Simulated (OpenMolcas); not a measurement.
# Predicting a hybrid from its neighbours: SnSe

SnSe: 2 atoms, total charge 0, spin state singlet. SMILES: `[Se][Sn]`. Geometry: relaxed at PBE0-D4/def2-TZVP.

The HOMO–LUMO gap y, in eV, basis def2-TZVP with a core potential; a is the functional's share of exact exchange. Programs: OpenMolcas 26.06.

| functional | program | a | y (eV) |
| --- | --- | --- | --- |
| TPSS | OpenMolcas | 0 | 3.07 |
| PBE | OpenMolcas | 0 | 2.96 |
| B3LYP | OpenMolcas | 0.2 | 4.12 |
| PBE0 | OpenMolcas | 0.25 | ? |
| BHLYP | OpenMolcas | 0.5 | 5.97 |

**Question.** Fit y = c + s·a to the known rows and predict PBE0.

**Answer.** 
1. Means of the 4 rows: a = 0.1750, y = 4.030.
2. Σ(Δa)² = 0.1675, Σ(Δa·Δy) = 0.988, so the slope is 0.988/0.1675 = 5.8985.
3. Intercept: 4.030 − (5.8985) × 0.1750 = 2.998. The largest residual of the fit is 0.072.
4. PBE0: 2.998 + (5.8985) × 0.25 = 4.47 eV.

The run gave 4.52 eV, so the prediction is off by -0.05 eV, within the scatter of the fit. Exact exchange lowers occupied levels and raises empty ones. The rows mix families of semi-local functionals, which the line can't see.
